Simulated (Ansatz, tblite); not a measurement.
Removing and adding an electron: `c1ccc(-c2ccc(-c3ccc(-c4ccc(-c5ccc(-c6ccc(-c7ccc(-c8ccccc8)cc7)cc6)cc5)cc4)cc3)cc2)cc1`. Total charge 0; singlet. Geometry: PBE-D4/def2-SVP. Ansatz, gas phase; energy differences of separate SCF runs; the oxidised species was run as a doublet alone; the reduced species was run as a doublet alone.

```xyz
82

C     4.018  -15.107   -5.646
C     2.897  -14.932   -4.820
C     2.561  -13.657   -4.346
C     3.338  -12.526   -4.684
C     2.983  -11.177   -4.182
C     3.980  -10.229   -3.856
C     3.645   -8.958   -3.380
C     2.296   -8.570   -3.210
C     1.940   -7.223   -2.708
C     2.751   -6.554   -1.762
C     2.414   -5.284   -1.286
C     1.251   -4.616   -1.734
C     0.895   -3.270   -1.231
C     0.247   -2.324   -2.058
C    -0.089   -1.054   -1.583
C     0.201   -0.666   -0.254
C    -0.160    0.678    0.251
C    -0.130    1.812   -0.594
C    -0.470    3.081   -0.117
C    -0.860    3.280    1.227
C    -1.224    4.624    1.732
C    -2.214    4.792    2.727
C    -2.558    6.060    3.202
C    -1.929    7.226    2.707
C    -2.294    8.570    3.210
C    -2.240    9.708    2.373
C    -2.585   10.977    2.847
C    -3.003   11.171    4.184
C    -3.370   12.517    4.687
C    -2.703   13.675    4.223
C    -3.050   14.946    4.699
C    -4.072   15.091    5.651
C    -4.744   13.951    6.122
C    -4.397   12.680    5.646
C    -3.058   10.034    5.022
C    -2.712    8.766    4.547
C    -0.939    7.058    1.712
C    -0.595    5.790    1.236
C    -0.891    2.146    2.071
C    -0.547    0.878    1.595
C     0.847   -1.613    0.574
C     1.187   -2.882    0.097
C     0.442   -5.284   -2.682
C     0.777   -6.556   -3.155
C     1.299   -9.517   -3.539
C     1.634  -10.789   -4.011
C     4.465  -12.719   -5.517
C     4.801  -13.994   -5.992
H     4.282  -16.108   -6.019
H     2.281  -15.799   -4.534
H     1.695  -13.537   -3.676
H     5.041  -10.502   -3.960
H     4.447   -8.241   -3.152
H     3.656   -7.049   -1.378
H     3.078   -4.788   -0.562
H     0.019   -2.585   -3.103
H    -0.607   -0.350   -2.251
H     0.184    1.698   -1.642
H    -0.451    3.937   -0.808
H    -2.752    3.911    3.109
H    -3.361    6.154    3.948
H    -1.957    9.590    1.316
H    -2.566   11.833    2.156
H    -1.881   13.571    3.498
H    -2.510   15.832    4.330
H    -4.345   16.090    6.025
H    -5.554   14.054    6.861
H    -4.949   11.797    6.002
H    -3.342   10.153    6.078
H    -2.730    7.910    5.239
H    -0.399    7.938    1.330
H     0.207    5.696    0.489
H    -1.173    2.266    3.128
H    -0.599    0.016    2.277
H     1.105   -1.340    1.608
H     1.675   -3.598    0.775
H    -0.481   -4.803   -3.041
H     0.130   -7.038   -3.904
H     0.238   -9.257   -3.402
H     0.831  -11.495   -4.271
H     5.071  -11.850   -5.817
H     5.678  -14.117   -6.646
```

The xTB rows come from tblite. B3LYP takes the VWN-RPA correlation. Single mean-field runs in def2-SVP are fitted with def2-universal-jkfit.

| level | −HOMO (eV) | vertical IE (eV) | −LUMO (eV) | vertical EA (eV) | HOMO–LUMO gap (eV) | IE − EA (eV) |
| --- | --- | --- | --- | --- | --- | --- |
| GFN2-xTB | 9.91 | 11.08 | 7.35 | 6.19 | 2.56 | 4.89 |
| PBE-D4/def2-SVP | 5.06 | 6.25 | 2.45 | 1.38 | 2.62 | 4.88 |
| PBE0-D4/def2-SVP | 5.86 | 6.72 | 1.78 | 1.02 | 4.08 | 5.70 |

Question: Estimate the rows for GFN1-xTB, B3LYP-D4/def2-SVP.

Answer: 
| level | −HOMO (eV) | vertical IE (eV) | −LUMO (eV) | vertical EA (eV) | HOMO–LUMO gap (eV) | IE − EA (eV) |
| --- | --- | --- | --- | --- | --- | --- |
| GFN1-xTB | 10.95 | 12.09 | 8.41 | 7.25 | 2.54 | 4.83 |
| B3LYP-D4/def2-SVP | 5.61 | 6.58 | 1.83 | 1.05 | 3.78 | 5.53 |

 Raw xTB energy differences between charge states are shifted by several eV; the methods need an empirical correction for them. Sets without diffuse functions give affinities that are too small.
